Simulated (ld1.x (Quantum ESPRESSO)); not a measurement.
# What the settings do to the TM potential of Mg

Base potential:

```
Element                 : magnesium (Mg)
Generator               : ld1.x (Quantum ESPRESSO) 7.5
Type                    : norm-conserving Troullier–Martins (Kleinman–Bylander form)
Functional              : PBE
Relativity              : non-relativistic
Frozen core             : [He]
Valence charge          : 10
Reference configuration : 2s2 2p6 3s2 3p0
Partial waves           : 2s (bound): rc 1.05 bohr; 2p (bound): rc 0.55 bohr
Local potential         : the p channel
Core correction         : a·sin(br)/r model core inside 0.55 bohr
```

Occupied shells without a wave of their own: 3s. They enter only through the test configuration that unscreens the potential, and ld1.x also counts them in the model core charge.

Cutoffs, loose and tight: the cutoffs (Ry, on a coarse ladder) from which the occupation-weighted sum of valence levels, in a spherical-Bessel basis at the reference potential, stays within 10 and 1 mRy of its value at 400 Ry. They do not see the model core or the augmentation charge, which bear on the density cutoff. Test errors are all-electron minus pseudo excitation energies from the reference, over the configurations 2s2 2p6 3s1 3p0; 2s2 2p6 3s0 3p0; 2s2 2p6 3s1.5 3p0; 2s2 2p6 3s0 3p2; 2s2 2p6 3s0 3p1; 2s2 2p6 3s1 3p1; 2s2 2p5 3s2 3p0. A dash means not determined; rows that change the core or the reference have their own tests.

With those shells counted twice in exchange and correlation these files are broken, and their errors move erratically; no question is asked of them.

Cutoffs are not given where the Bessel-basis levels miss the radial ones by over 6 mRy, ghosts where they miss by over 20 mRy; a channel whose overlap is not positive is not tested.

| change | outcome | cutoff, loose | cutoff, tight | bound ghosts | largest test error (meV) |
| --- | --- | --- | --- | --- | --- |
| base | generated | over 300 Ry | over 300 Ry | none | -1134 |
| wave 2p (bound): rc 0.55 bohr becomes 2p (bound): rc 0.36 bohr | generated | – | – | not determined | -1179 |
| wave 2p (bound): rc 0.55 bohr becomes 2p (bound): rc 0.44 bohr | generated | – | – | none | -1158 |
| wave 2p (bound): rc 0.55 bohr becomes 2p (bound): rc 0.46 bohr | generated | – | – | none | -1155 |
| wave 2p (bound): rc 0.55 bohr becomes 2p (bound): rc 0.52 bohr | generated | over 300 Ry | over 300 Ry | none | -1141 |
| wave 2p (bound): rc 0.55 bohr becomes 2p (bound): rc 0.60 bohr | generated | over 300 Ry | over 300 Ry | none | -1117 |
| wave 2p (bound): rc 0.55 bohr becomes 2p (bound): rc 0.64 bohr | generated | 300 Ry | over 300 Ry | none | -1101 |
| wave 2p (bound): rc 0.55 bohr becomes 2p (bound): rc 0.70 bohr | generated | 260 Ry | over 300 Ry | none | -1078 |
| wave 2p (bound): rc 0.55 bohr becomes 2p (bound): rc 0.78 bohr | generated | 230 Ry | over 300 Ry | none | -1033 |
| wave 2p (bound): rc 0.55 bohr becomes 2p (bound): rc 0.82 bohr | generated | 230 Ry | over 300 Ry | none | -1001 |

Reading the sweep of the p radius (base included, trends over the rows without a ghost): The loose cutoff falls from 300 Ry at 0.64 to 230 Ry at 0.82 bohr. A larger radius leaves more room for a smooth pseudo-wave, so fewer plane waves are needed; a smaller one forces it to follow the all-electron wave where it bends sharply. The median size of the test errors (rows with all tests solved) falls from 250.2 meV at 0.44 to 182.2 meV at 0.82 bohr. This runs against the usual rule that a larger radius transfers worse; these runs do not show why.
